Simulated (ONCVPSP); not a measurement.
# Potentials for magnesium compared

Generated with ld1.x 7.5 (TM, RRKJ, ultrasoft, PAW), atompaw 4.2 or ONCVPSP 4.0.1. The cutoff is in Ry: for ld1.x and atompaw files where the sum of valence levels is converged to 10 mRy in a Bessel basis, for ONCV files where the hardest occupied wave has 1 mHa per electron of residual kinetic energy. The error is the largest all-electron minus pseudo excitation energy over each file’s own four to seven test configurations (ionisations up to +4, promotions, holes and added fractions of an electron), all of which were solved. The labels leave out finer settings (local radius, basis sizes, second energies), which also bear on the numbers. Spin-polarised tests are not counted. The rows are a selection from randomly drawn settings: files with unsolved tests, undetermined cutoffs or missed reference levels are left out.

A true bound ghost makes a file unfit for plane-wave use even where its test errors are small: the radial tests pick states by their node count and pass the ghost by.

```csv
potential,cutoff (Ry),largest error (meV),bound ghosts
"ONCV, PW91, scalar-relativistic, rc 1.00/0.65 (sp), local smoothed, core correction no, reference 2s2 2p6 3s1, qcut 15.4/26.3, projectors 3/2",377,-39,none
"ONCV, LDA (Perdew-Wang 92), scalar-relativistic, rc 0.95/0.60 (sp), local smoothed, core correction no, reference 2s2 2p6 3s2, qcut 9.9/14.4, projectors 2/1",691,-2.1,none
"ONCV, PBEsol, scalar-relativistic, rc 1.05/0.70 (sp), local smoothed, core correction yes, reference 2s2 2p6 3s2, qcut 8.9/22.2, projectors 2/3",310,+38,none
"ONCV, PBE, scalar-relativistic, rc 1.20/0.60/1.05 (spd), local smoothed, core correction no, reference 2s2 2p6 3s2, qcut 13.2/14.1/8.6, projectors 3/2/3",711,-119,d
"ONCV, BLYP, scalar-relativistic, rc 1.45/0.90 (sp), local smoothed, core correction yes, reference 2s2 2p6 3s1.5, qcut 6.5/16.4, projectors 2/2",208,-38,none
```

Problem. Fill in the row for Mg: ONCV, PBE, scalar-relativistic, rc 1.05/1.15/1.10 (spd), local smoothed, core correction no, reference 2s2 2p6 3s1.5 3p0.5, qcut 13.7/9.8/9, projectors 2/2/2.

Solution. cutoff 116 Ry, largest error +449 meV, bound ghosts: none.

Problem. Fill in the row for Mg: ONCV, LDA (Perdew-Zunger), scalar-relativistic, rc 1.00/0.90/1.10 (spd), local smoothed, core correction yes, reference 2s2 2p6, qcut 14.4/18.3/8.3, projectors 3/1/2.

Solution. cutoff 211 Ry, largest error -85 meV, bound ghosts: none.
